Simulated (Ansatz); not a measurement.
Program: Ansatz. Geometries: PBE0-D4/def2-TZVP. ΔE: electronic, gas phase. CCSD(T)/CBS adds triple-zeta CCSD(T) − MP2 to the extrapolated MP2 energy (def2 sets, frozen cores). This one scheme is used for every species, atoms too. Open shells (•) are unrestricted, without spin–orbit coupling. Spin–orbit coupling would lower the free atoms: a little for C, Cl; clearly for Br. For Br outer-core shells are correlated without core-valence functions, so the limit isn't a true one: a few kJ/mol of doubt a bond, and 10 to 20 or more in all where bonds break to atoms. Scalar relativity is left out up to krypton.

Reaction (atomization): `ClC(Cl)Br` → Br• + C• + 2 Cl• + H•

```
    species  CCSD(T)/CBS(def2) energy (Eh)
`ClC(Cl)Br`                    -3531.51017
        Br•                    -2573.26688
         C•                      -37.79194
        Cl•                     -459.70966
         H•                       -0.50000
```

(1) Work out ΔE.

Largest T1 diagnostic among the species: 0.009.

Results:

(1) ΔE = 2 × (-459.70966) + (-2573.26688) + (-37.79194) + (-0.50000) − (-3531.51017) = 0.53203 Eh = +333.9 kcal/mol.

From PBE to PBE0 (25 % exact exchange), in def2-TZVPP and without D4, ΔE moves by −11.3 kcal/mol: exact exchange takes away binding that semilocal exchange gives to molecules. At CCSD(T), def2-SVP lies −32.3 kcal/mol from the extrapolated value and def2-TZVPP −14.2 kcal/mol: correlation converges slowly with the basis, and small sets miss more of it in the bonded molecule than in its fragments.

For atomizations the MP2-based limit and the directly extrapolated one differ by several kJ/mol either way, and by 10 to 25 for some Ge, Se and Sn compounds, so smaller differences from it don't rank the levels.
